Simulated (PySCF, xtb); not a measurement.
2-ethylidene-1,3-dioxole (C5H6O2), SMILES CC=C1OC=CO1.

GFN2-xTB (xtb) at its own geometry gives an orbital gap of 3.69 eV and a dipole moment of 1.49 D.

Geometry: B3LYP-D3(BJ)/def2-SVP.

Task: What does PBE0/def2-TZVP (PySCF) give? (Estimate from the structure and the level; the computed values follow.)

Result: gap 5.84 eV (levels -5.45 and 0.39 eV), dipole 1.82 D.
